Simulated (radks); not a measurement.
The numbers below are computed, except where a source is named.
Question: Sn I, 50 electrons, occupied as [Kr] 4d10 5s2 5p(up 1.25, down 0.75) (fractional occupations, a model configuration). Code: a radial shooting solver on a logarithmic mesh with Libxc functionals. Model: scalar-relativistic Kohn-Sham, PBE, spin-polarised, spherical densities, point nucleus. Some entries of the table are withheld. Estimate them.

| orbital | occ. | eigenvalue (eV) | <1/r> (bohr^-1) | <r^2> (bohr^2) |
|---|---|---|---|---|
| 1s up | 1 | -29014.26 | 53.09 | 0.001143 |
| 1s down | 1 | -29014.25 | 53.09 | 0.001143 |
| 2s up | 1 | -4380.097 | 12.11 | 0.01857 |
| 2s down | 1 | -4380.096 | 12.11 | 0.01857 |
| 2p up | 3 | -3931.942 | 11.65 | 0.01466 |
| 2p down | 3 | -3931.937 | 11.65 | 0.01466 |
| 3s up | 1 | -845.2414 | 4.302 | 0.1317 |
| 3s down | 1 | -845.2353 | 4.302 | 0.1317 |
| 3p up | 3 | -698.8027 | 4.095 | 0.1323 |
| 3p down | 3 | -698.7957 | 4.095 | 0.1323 |
| 3d up | 5 | -473.4159 | 3.865 | 0.1175 |
| 3d down | 5 | -473.4096 | 3.865 | 0.1175 |
| 4s up | 1 | -133.9271 | 1.695 | 0.7582 |
| 4s down | 1 | -133.9127 | 1.695 | 0.7582 |
| 4p up | 3 | -89.6975 | 1.538 | 0.8970 |
| 4p down | 3 | -89.6819 | 1.538 | 0.8967 |
| 4d up | 5 | -25.8489 | (1) | 1.441 |
| 4d down | 5 | -25.8080 | (2) | 1.436 |
| 5s up | 1 | -10.6864 | 0.5373 | 6.580 |
| 5s down | 1 | -10.3900 | 0.5394 | 6.556 |
| 5p up | 1.25 | -3.8421 | 0.3958 | (3) |
| 5p down | 0.75 | -3.5244 | 0.3939 | (4) |

Answer: 
(1) 4d up <1/r> (bohr^-1): 1.216
(2) 4d down <1/r> (bohr^-1): 1.217
(3) 5p up <r^2> (bohr^2): 12.28
(4) 5p down <r^2> (bohr^2): 12.55
